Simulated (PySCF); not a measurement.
PySCF 2.14 output of an unrestricted PBE0 calculation on a single atom or ion in aug-cc-pVDZ-PP with ECP28MDF, with scalar relativity through the core potential:

```
SCF conv_tol = 1e-09
number electrons alpha = 10  beta = 9
    C. Adamo and V. Barone.,  J. Chem. Phys. 110, 6158 (1999)
    M. Ernzerhof and G. E. Scuseria.,  J. Chem. Phys. 110, 5029 (1999)
cycle= 1 E= -188.639186819473  delta_E= -0.00261  |g|= 0.00966  |ddm|= 0.123
cycle= 2 E= -188.639290225285  delta_E= -0.000103  |g|= 0.00255  |ddm|= 0.0349
cycle= 3 E= -188.639295591104  delta_E= -5.37e-06  |g|= 0.000348  |ddm|= 0.00544
cycle= 4 E= -188.639296065598  delta_E= -4.74e-07  |g|= 1.25e-05  |ddm|= 0.00287
cycle= 5 E= -188.639296065774  delta_E= -1.76e-10  |g|= 3.43e-07  |ddm|= 4.84e-05
converged SCF energy = -188.639296065774  <S^2> = 0.75000837  2S+1 = 2.0000084
```

The run itself started from symmetry-adapted Hartree-Fock orbitals and held the occupation by maximum overlap, on a logarithmic radial grid, so the iterations belong to that start.

**Question.** Which element, charge and spin multiplicity is this?

**Answer.** In(2+) (indium, charge +2), multiplicity 2; the state was [Kr] 4d10 5d1, 2D determinant (an excited configuration).

Energies and moments cover only the electrons outside the core potential. The outer electron is Rydberg-like, and this basis confines it to a smaller radius and binds it less than a complete one would.
